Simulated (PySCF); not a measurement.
C8H10O, SMILES OCCc1ccccc1, singlet, GFN2-xTB optimised geometry.

```
19

O      1.92    -2.93     0.06
C      1.38    -1.63     0.00
C     -0.16    -1.63     0.00
C     -0.68    -0.23     0.00
C     -0.87     0.46     1.20
C     -1.31     1.77     1.20
C     -1.57     2.41     0.00
C     -1.39     1.74    -1.20
C     -0.94     0.43    -1.19
H      1.61    -3.43    -0.70
H      1.74    -1.10    -0.89
H      1.75    -1.12     0.89
H     -0.51    -2.17    -0.89
H     -0.50    -2.17     0.89
H     -0.67    -0.05     2.13
H     -1.46     2.28     2.13
H     -1.92     3.43     0.00
H     -1.59     2.24    -2.13
H     -0.80    -0.09    -2.13
```

Density from CAM-B3LYP/def2-SVP (PySCF 2.14.0) at that geometry.

Minimum of the electron density along straight lines between bonded atoms, close to the bond critical point (lines longer than 1.1 times the sum of covalent radii, or with two minima, are not listed):

| bond | length / Å | ρ at the minimum / e bohr⁻³ | ∇²ρ there / e bohr⁻⁵ | position (fraction from the first atom) |
|---|---|---|---|---|
| O1–C2 | 1.406 | 0.263 | -0.48 | 0.66 |
| C2–C3 | 1.537 | 0.245 | -0.57 | 0.50 |
| C3–C4 | 1.501 | 0.258 | -0.62 | 0.49 |
| C4–C5 | 1.389 | 0.313 | -0.81 | 0.50 |
| C5–C6 | 1.383 | 0.315 | -0.82 | 0.50 |
| C6–C7 | 1.385 | 0.315 | -0.82 | 0.50 |
| C7–C8 | 1.384 | 0.315 | -0.82 | 0.50 |
| C4–C9 | 1.389 | 0.313 | -0.81 | 0.50 |
| C8–C9 | 1.384 | 0.315 | -0.82 | 0.50 |
| O1–H10 | 0.964 | 0.356 | -2.20 | 0.81 |
| C2–H11 | 1.100 | 0.279 | -1.04 | 0.63 |
| C2–H12 | 1.092 | 0.285 | -1.10 | 0.64 |
| C3–H13 | 1.094 | 0.275 | -0.99 | 0.62 |
| C3–H14 | 1.092 | 0.277 | -1.02 | 0.63 |
| C5–H15 | 1.081 | 0.283 | -1.08 | 0.63 |
| C6–H16 | 1.080 | 0.284 | -1.09 | 0.63 |
| C7–H17 | 1.080 | 0.284 | -1.09 | 0.63 |
| C8–H18 | 1.080 | 0.284 | -1.09 | 0.63 |
| C9–H19 | 1.081 | 0.283 | -1.08 | 0.63 |
